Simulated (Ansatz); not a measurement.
Ba₂Se₃⁻. Charge -1, multiplicity 2. Geometry PBE-D4/def2-SVPD, basis def2-TZVPD, Ansatz.

```xyz
5

Ba    0.1528   -0.7633    0.7817
Ba   -0.4451    2.1367   -2.1987
Se    0.6419   -2.9190    3.0295
Se    1.1052   -0.3387   -2.1470
Se   -1.4549    1.8843    0.5345
```

```json
{"run": "A", "HOMO (eV)": "-0.98", "LUMO (eV)": "-0.74"}
{"run": "B", "HOMO (eV)": "-1.89", "LUMO (eV)": "0.18"}
{"run": "C", "HOMO (eV)": "-1.16", "LUMO (eV)": "-0.49"}
{"run": "D", "HOMO (eV)": "-0.81", "LUMO (eV)": "-0.67"}
```

In the def2 sets Ba takes a core potential; there is no spin–orbit coupling. The structure comes from a short search, and lower isomers may exist.

HOMO and LUMO are taken over both spins.

The runs used BLYP, PBE, PBE0, r2SCAN. Estimate which is which.

A PBE (0 % exact exchange); B PBE0 (25 % exact exchange); C r2SCAN (0 % exact exchange); D BLYP (0 % exact exchange). Exact exchange lowers occupied and raises empty levels; among semilocal functionals meta-GGAs tend to open the gap a little, and such runs are hard to tell apart. The gap grows from 0.13 eV (BLYP) to 2.07 eV (PBE0).
